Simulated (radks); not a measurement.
The numbers below are computed, except where a source is named.
Ionisation of the promethium ion Pm2+, [Xe] 4f5, to Pm3+, [Xe] 4f4, under several functionals. Scalar-relativistic Kohn-Sham, spin-polarised, spherical densities, point nucleus; open shells are filled with parallel spins first (spin-orbit coupling, left out, can overturn this in heavy ions); a radial shooting solver on a logarithmic mesh with Libxc functionals.

functional         E(Pm2+) (hartree)  Exc (hartree)  IE (eV)  -e(HOMO) (eV)  <r> HOMO (bohr)  IE error (eV)
OLYP                     -10023.8288      -232.4420   24.767         16.610            1.008         +2.327
XLYP                     -10021.5884      -230.0210   24.182         16.138            1.021         +1.742
Wu-Cohen GGA             -10019.1895      -227.6289   24.384         16.309            1.017         +1.944
exchange-only B88        -10017.7814      -226.1828   23.177         15.195            1.023         +0.737
exchange-only PBE        -10016.7701      -225.1592   23.180         15.217            1.025         +0.740
SOGGA                    -10016.0528      -224.4754   24.292         16.223            1.017         +1.852
AM05                     -10013.3292      -221.7537   24.420         16.330            1.015         +1.980

NIST Atomic Spectra Database: 22.4 eV (semi-empirical). Closest: exchange-only B88. The Delta-SCF values span 1.59 eV, the total energies 10.50 hartree. The highest occupied level is 4f. Open shells are spherical and high-spin; term and fine-structure splittings are not resolved. Spin-orbit splitting is averaged out at the scalar-relativistic level.
